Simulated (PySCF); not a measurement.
**ORD: `C(C)#C[Si@H](O)[C@@H](F)[SiH3]`, C$_{4}$H$_{9}$FOSi$_{2}$**

Geometry (Å), atoms numbered from 1 in this order:
```xyz
17

C     3.396    0.540   -0.109
C     2.115   -0.102    0.077
C     1.046   -0.640    0.222
Si   -0.595   -1.435    0.513
O    -1.331   -1.854   -0.881
C    -1.827   -0.161    1.229
F    -1.413    0.182    2.527
Si   -2.066    1.461    0.241
H     3.277    1.623   -0.070
H     4.082    0.232    0.679
H     3.817    0.263   -1.075
H    -0.423   -2.592    1.396
H    -0.898   -2.416   -1.517
H    -2.798   -0.647    1.370
H    -0.764    2.102    0.053
H    -2.946    2.332    1.024
H    -2.680    1.123   -1.041
```

The calculation used PySCF, TDDFT wB97X-D/def2-SVPD circular dichroism and optical rotation, one conformer, gas phase. Geometry: GFN2-xTB.

The molecule is flexible and this is one conformer; a measurement averages over conformers.

Stereocentres: Si4 S, C6 S.

(1) What is the specific rotation at 633, 589.3, 546, 436, 405, 365, 355 nm?

## Answers

(1) [α] in deg dm⁻¹ (g/mL)⁻¹:
```csv
λ (nm),origin-invariant length gauge,modified velocity gauge,length gauge (centre of mass),isotropic polarisability (au)
633,+0.2,-0.9,-0.6,106.3
589.3,+0.2,-1.2,-0.8,106.8
546,+0.3,-1.5,-0.9,107.3
436,+0.4,-2.9,-1.6,109.8
405,+0.6,-3.7,-1.9,110.9
365,+1.2,-5.1,-2.3,112.9
355,+1.5,-5.5,-2.3,113.5
```

Where the gauges differ in sign the basis doesn't settle the rotation.

The first excitation lies at 5.83 eV (213 nm) with R = +0.8 × 10⁻⁴⁰ esu² cm² (velocity form).
